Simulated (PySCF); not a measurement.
C3H10OSi2, SMILES C[Si@@H]1C[SiH2]CO1. Geometry: PBE0-D3(BJ)/def2-SVP. The structure was generated by enumeration; whether it is a known compound was not checked. One conformer was computed; it need not be the lowest.

Computed equilibrium geometry at PBE0-D3(BJ)/def2-SVP (PySCF confirms it by a frequency run) as bond lengths and angles (one conformer of several):
Atoms: C1 Si2 C3 Si4 C5 O6 H7 H8 H9 H10 H11 H12 H13 H14 H15 H16. Bonded distances (Å): C1–Si2 1.862, C1–H7 1.101, C1–H8 1.101, C1–H9 1.101, Si2–C3 1.890, Si2–O6 1.685, Si2–H10 1.498, C3–Si4 1.891, C3–H11 1.101, C3–H12 1.101, Si4–C5 1.918, Si4–H13 1.496, Si4–H14 1.496, C5–O6 1.417, C5–H15 1.108, C5–H16 1.102. Angles (°): Si2–C1–H7 110.7, Si2–C1–H8 110.6, Si2–C1–H9 110.6, H7–C1–H8 108.1, H7–C1–H9 108.5, H8–C1–H9 108.2, C1–Si2–C3 115.3, C1–Si2–O6 108.2, C1–Si2–H10 110.4, C3–Si2–O6 102.6, C3–Si2–H10 110.0, O6–Si2–H10 109.9, Si2–C3–Si4 102.7, Si2–C3–H11 111.9, Si2–C3–H12 111.6, Si4–C3–H11 111.5, Si4–C3–H12 111.3, H11–C3–H12 107.9, C3–Si4–C5 99.5, C3–Si4–H13 114.2, C3–Si4–H14 110.8, C5–Si4–H13 113.2, C5–Si4–H14 110.2, H13–Si4–H14 108.7, Si4–C5–O6 106.3, Si4–C5–H15 111.3, Si4–C5–H16 112.7, O6–C5–H15 111.2, O6–C5–H16 108.8, H15–C5–H16 106.5, Si2–O6–C5 117.4.
Charge 0, spin multiplicity 1.
